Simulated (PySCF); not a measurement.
Si(H)(F)(Br)(vinyl) (C2H4BrFSi), SMILES C=C[SiH](F)Br.

Coordinates come from a PBE-D3(BJ)/def2-SVP optimisation. This is a generated structure with no PubChem entry under its InChIKey; it may be hypothetical. The values are those of a single conformer.

The numbers are results of PBE/def2-TZVP run with PySCF, not measurements.

Gas-phase values at a fixed geometry.

| Item | Value |
|---|---|
| total energy | -3041.54820 hartree |
| highest occupied level | -7.16 eV |
| lowest empty level | -2.17 eV |
| orbital gap | 4.99 eV |
| dipole moment | 2.08 D |
| quadrupole, principal values (traceless, Buckingham form, about the centre of nuclear charge) | -4.18, -1.27, 5.45 D·Å |
| mean static polarisability | 70.0 bohr³ (10.37 Å³) |
| polarisability, principal values | 56.7, 60.4, 92.8 bohr³ |
